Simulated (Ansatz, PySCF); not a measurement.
Species: InI2, net charge 0, doublet state. It need not be the lowest isomer of its formula. SMILES: [I][In][I]
Geometry: optimised at B3LYP-D3(BJ)/def2-TZVP (Ansatz, a quantum-chemistry and plane-wave program).

Property: atomisation energy (electronic, to ground-state atoms), in kcal/mol. Valence correlation only, unless marked. UHF or UKS for open shells. Spin-orbit coupling is left out. Frozen are the shells of the preceding noble gas and the d and f shells that filled before the atom's block. Past Kr the def2 sets carry scalar-relativistic core potentials. STO-3G rows are all-electron and non-relativistic. The coupled-cluster limit lacks core correlation, which all-electron functionals hold. Basis-set limits of correlation are two-point, X^-3; Hartree-Fock from the larger set. The bracket is a focal-point correction in the basis named.

```json
[
 {"level": "HF-D3(BJ)/def2-TZVPD", "program": "PySCF + dftd3", "atomisation energy (kcal/mol)": "98.0"},
 {"level": "BHLYP-D3(BJ)/def2-TZVPD", "program": "Ansatz + dftd3", "atomisation energy (kcal/mol)": "109.6"},
 {"level": "BHLYP/def2-TZVPD", "program": "Ansatz", "atomisation energy (kcal/mol)": "103.8"},
 {"level": "HSE06-D3(BJ)/def2-TZVPD", "program": "Ansatz + dftd3", "atomisation energy (kcal/mol)": "117.8"},
 {"level": "HSE06-D4/def2-TZVPD", "program": "Ansatz + dftd4", "atomisation energy (kcal/mol)": "117.5"},
 {"level": "B2GP-PLYP-D4/def2-TZVPD", "program": "Ansatz + dftd4", "atomisation energy (kcal/mol)": "110.8"},
 {"level": "B2PLYP/def2-TZVPD", "program": "Ansatz", "atomisation energy (kcal/mol)": "109.0"}
]
```

Q: Estimate the value at RI-MP2/CBS(def2-TZVPPD,def2-QZVPPD)+[CCSD(T)-MP2]/def2-TZVPPD as computed with Ansatz.

A: 115.1 kcal/mol, so B2PLYP/def2-TZVPD differs from it by -6.1 kcal/mol.
